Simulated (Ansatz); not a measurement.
Relaxation of GeH6O2 (9 atoms, charge 0, multiplicity 1), to a largest force component of 0.03 eV/Å in at most 50 steps.

Level of theory: Ansatz, RHF/def2-mTZVP.

```xyz
9
Properties=species:S:1:pos:R:3
Ge -0.096 0.139 -0.019
H 0.082 0.111 1.515
H 1.241 0.180 -0.743
H -0.992 1.325 -0.417
O -0.922 -1.360 -0.487
H -1.861 -1.293 -0.576
O 1.205 -2.190 1.300
H 0.526 -2.671 0.844
H 0.722 -1.606 1.905
```

Q: Where does it end, and by what steps?

A: The forces met the threshold. The force dipped under the threshold on the way, but the program's further checks kept it going. After 32 steps the energy has fallen by 0.280 eV; H9 moved furthest, 1.68 Å.

| step | energy less start (eV) | largest force component (eV/Å) | accepted |
| --- | --- | --- | --- |
| 0 | 0.0000 | 1.119 | yes |
| 2 | -0.1557 | 0.909 | yes |
| 4 | -0.2225 | 0.192 | yes |
| 6 | -0.2319 | 0.117 | yes |
| 8 | -0.2521 | 0.086 | yes |
| 10 | -0.2343 | 1.410 | no |
| 12 | -0.2608 | 0.155 | yes |
| 14 | -0.2630 | 0.436 | yes |
| 16 | -0.2645 | 0.292 | no |
| 18 | -0.2693 | 0.416 | yes |
| 20 | -0.2754 | 0.069 | yes |
| 22 | -0.2767 | 0.150 | yes |
| 24 | -0.2777 | 0.076 | yes |
| 26 | -0.2785 | 0.091 | yes |
| 28 | -0.2792 | 0.039 | yes |
| 30 | -0.2795 | 0.031 | yes |
| 32 | -0.2797 | 0.017 | yes |

```xyz
9
Properties=species:S:1:pos:R:3
Ge -0.272 0.626 -0.202
H 0.208 1.090 1.171
H 0.812 0.805 -1.272
H -1.555 1.352 -0.629
O -0.626 -1.103 -0.001
H -1.020 -1.537 -0.742
O 1.136 -2.969 1.557
H 0.533 -2.403 1.090
H 0.688 -3.225 2.349
```

The run took 85 s on 1 thread of Arm Neoverse V2 (shared host), peak memory 0.2 GiB.
